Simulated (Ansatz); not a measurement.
Relaxation of AlFH5NO2 (10 atoms, charge 0, multiplicity 1), to a largest force component of 0.03 eV/Å in at most 50 steps.

Method: RKS BLYP-D4/def2-SVP (Ansatz 0.2.0).

```xyz
10
Properties=species:S:1:pos:R:3
Al 0.000 0.517 -0.303
O -0.137 -0.146 2.581
H -1.109 -0.224 2.667
F 1.403 -0.281 -0.758
O -1.575 -0.013 -0.722
H -1.729 -0.879 -1.134
N 0.131 2.169 0.574
H 1.033 2.655 0.598
H -0.628 2.856 0.532
H -0.019 0.824 2.379
```

**Question.** Where does it end, and by what steps?

**Answer.** It converged. After 13 steps the energy has fallen by 0.684 eV; O2 moved furthest, 0.53 Å. Joined: Al1–O2 (2.96 → 1.99 Å).

```json
{"step": "0", "energy less start (eV)": "0.0000", "largest force component (eV/Å)": "1.304", "accepted": "yes"}
{"step": "1", "energy less start (eV)": "-0.2101", "largest force component (eV/Å)": "0.838", "accepted": "yes"}
{"step": "2", "energy less start (eV)": "-0.4596", "largest force component (eV/Å)": "1.110", "accepted": "yes"}
{"step": "3", "energy less start (eV)": "-0.5982", "largest force component (eV/Å)": "1.127", "accepted": "yes"}
{"step": "4", "energy less start (eV)": "-0.6573", "largest force component (eV/Å)": "0.307", "accepted": "yes"}
{"step": "5", "energy less start (eV)": "-0.6715", "largest force component (eV/Å)": "0.253", "accepted": "yes"}
{"step": "6", "energy less start (eV)": "-0.6795", "largest force component (eV/Å)": "0.103", "accepted": "yes"}
{"step": "7", "energy less start (eV)": "-0.6812", "largest force component (eV/Å)": "0.047", "accepted": "yes"}
{"step": "8", "energy less start (eV)": "-0.6820", "largest force component (eV/Å)": "0.036", "accepted": "yes"}
{"step": "9", "energy less start (eV)": "-0.6828", "largest force component (eV/Å)": "0.100", "accepted": "yes"}
{"step": "10", "energy less start (eV)": "-0.6828", "largest force component (eV/Å)": "0.114", "accepted": "yes"}
{"step": "11", "energy less start (eV)": "-0.6832", "largest force component (eV/Å)": "0.032", "accepted": "yes"}
{"step": "12", "energy less start (eV)": "-0.6834", "largest force component (eV/Å)": "0.037", "accepted": "yes"}
{"step": "13", "energy less start (eV)": "-0.6836", "largest force component (eV/Å)": "0.028", "accepted": "yes"}
```

```xyz
10
Properties=species:S:1:pos:R:3
Al -0.019 0.393 0.118
O -0.088 -0.027 2.064
H -0.975 -0.345 2.331
F 1.364 -0.338 -0.514
O -1.597 -0.096 -0.392
H -1.743 -0.705 -1.134
N 0.119 2.145 0.708
H 1.017 2.639 0.640
H -0.618 2.813 0.454
H -0.091 0.999 2.137
```

Time of the run: 14 s on 2 threads of Intel(R) Xeon(R) 6975P-C (Granite Rapids) (shared host), peak memory 0.17 GiB.
